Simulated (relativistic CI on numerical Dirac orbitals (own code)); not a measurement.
## Sensitivity of the levels of As XIX to α and to the nuclear radius

These numbers are calculated, not measured: Dirac-Coulomb-Breit CI, KLI orbitals optimised for each configuration, derivatives by finite differences, unscaled Slater integrals, QED left out (own radial code, finite nucleus).

CI space (outside the closed core [Ne]): 3s²3p³, 3s3p⁴, 3s²3p²3d, 3p⁵, 3s3p³3d, 3p⁴3d, 3s²3p3d², 3s²3d³, 3s3p3d³, 3p³3d², 3p²3d³. Double excitations out of closed p, d and f shells are left out; levels of such configurations are missing from the list, as are those of other unlisted configurations, and high levels can miss mixing partners.

With x = (α/α₀)² − 1 an excitation energy changes as ω = ω₀ + qx; K = 2q/ω₀ is the relative enhancement. Terms are leading LS components, so labels can repeat. The field-shift factor is F = δν/δ⟨r²⟩ for the transition from the lowest level.

Lowest level 3s²3p³ ⁴S°3/2.

```
         Level  ω₀ (cm⁻¹)  q (cm⁻¹)       K  F (GHz/fm²)
 3s²3p³ ²D°3/2      62970     13270   0.422      -0.0968
 3s²3p³ ²D°5/2      83538     33230   0.796       -0.134
 3s²3p³ ²P°1/2     124540     34430   0.553       -0.726
 3s²3p³ ²P°3/2     160664     87550    1.09        -1.09
   3s3p⁴ ⁴P5/2     451921     53840   0.238          -49
   3s3p⁴ ⁴P3/2     485759     87840   0.362        -48.4
   3s3p⁴ ⁴P1/2     496984     93430   0.376        -48.5
   3s3p⁴ ²D3/2     556733     69590    0.25        -40.7
   3s3p⁴ ²D5/2     570235     93310   0.327        -42.8
3s²3p²3d ²P3/2     630282     70200   0.223        -26.1
   3s3p⁴ ²P1/2     640758     72340   0.226        -33.9
3s²3p²3d ⁴F3/2     653914      9820    0.03        -0.96
3s²3p²3d ⁴F5/2     668245     21300  0.0638        0.599
```

At this charge energies of transitions that change n are usually good to better than 1 %, and those within a shell (Δn = 0) to a few per cent.
